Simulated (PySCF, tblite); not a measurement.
Isomers of CH10FNSi3. Computed with GFN2-xTB (tblite): harmonic, unscaled wavenumbers at the GFN2-xTB geometry, gas phase. The method is semi-empirical: single wavenumbers can be off by several per cent or more. Modes of hydrogen on silicon can be 10 to 20 % off. One conformer each.

Electronic energies: PBE0/pcSseg-1 single points on the GFN2-xTB geometries (PySCF, gas phase).

```tsv
SMILES	electronic energy, lowest = 0 (kJ/mol)
C[Si@H](N)[SiH2][SiH2]F	111.1
C[Si@@](F)([SiH3])N[SiH3]	50.5
C[Si@H](F)N([SiH3])[SiH3]	0.0
C[SiH2]N[SiH2][SiH2]F	90.9
C[SiH2][Si@H](F)N[SiH3]	65.5
F[Si@@H](C[SiH3])N[SiH3]	41.1
CN[SiH2][SiH2][SiH2]F	191.7
F[SiH2]N([SiH3])C[SiH3]	155.7
```

Question: How do GFN2-xTB zero-point energies change the relative energies?

Answer: 
```tsv
SMILES	ZPE (kJ/mol)	of it from modes above 1550 cm⁻¹	electronic (kJ/mol)	with ZPE, lowest = 0 (kJ/mol)	lowest mode (cm⁻¹)	rings
C[Si@H](F)N([SiH3])[SiH3]	267.1	149.0	0.0	0.0	23	0
F[Si@@H](C[SiH3])N[SiH3]	266.1	151.4	41.1	40.1	22	0
C[Si@@](F)([SiH3])N[SiH3]	269.2	155.2	50.5	52.6	14i	0
C[SiH2][Si@H](F)N[SiH3]	271.8	154.4	65.5	70.2	19i	0
C[SiH2]N[SiH2][SiH2]F	272.7	154.6	90.9	96.4	25	0
C[Si@H](N)[SiH2][SiH2]F	277.8	161.5	111.1	121.8	1	0
F[SiH2]N([SiH3])C[SiH3]	263.8	143.9	155.7	152.4	29	0
CN[SiH2][SiH2][SiH2]F	274.8	151.9	191.7	199.3	28	0
```

The zero-point energies span 14.0 kJ/mol, from `F[SiH2]N([SiH3])C[SiH3]` to `C[Si@H](N)[SiH2][SiH2]F`. Slightly imaginary modes are left out of the zero-point energy: `C[Si@@](F)([SiH3])N[SiH3]` 14.1i cm⁻¹ and `C[SiH2][Si@H](F)N[SiH3]` 18.5i cm⁻¹. The order is unchanged.

Question: And how do the electronic energies of GFN2-xTB itself compare?

Answer: `C[Si@H](F)N([SiH3])[SiH3]` 0.0; `F[Si@@H](C[SiH3])N[SiH3]` 78.2; `C[Si@@](F)([SiH3])N[SiH3]` 106.8; `C[SiH2][Si@H](F)N[SiH3]` 97.8; `C[SiH2]N[SiH2][SiH2]F` 94.8; `C[Si@H](N)[SiH2][SiH2]F` 218.9; `F[SiH2]N([SiH3])C[SiH3]` 60.8; `CN[SiH2][SiH2][SiH2]F` 201.8 kJ/mol, lowest = 0. Against the energies above, taken from the same isomer `C[Si@H](F)N([SiH3])[SiH3]`, the largest difference is 107.8 kJ/mol.
